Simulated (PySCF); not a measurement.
ScF₃, SMILES [F][Sc]([F])[F].

Geometry optimised at B3LYP-D3(BJ)/def2-SVP. The isomer is the one that the SMILES or the coordinates give; other isomers of the formula were not compared.

The numbers are results of B3LYP-D3(BJ)/def2-SVP run with PySCF, not measurements.

Frequencies are harmonic and unscaled.

Modes within 1.5 cm⁻¹ of each other (mostly degenerate sets) share a row, with their intensities summed.

Computed normal modes with their intensities:
```csv
mode,ν (cm⁻¹),IR (km/mol),moving atoms (share of kinetic energy)
1,77,111.7,"Sc 56 %, F 44 %"
2–3,174,29.2,"F 86 %, Sc 14 %"
4,658,0.0,F 100 %
5–6,769,489.5,"F 58 %, Sc 42 %"
```
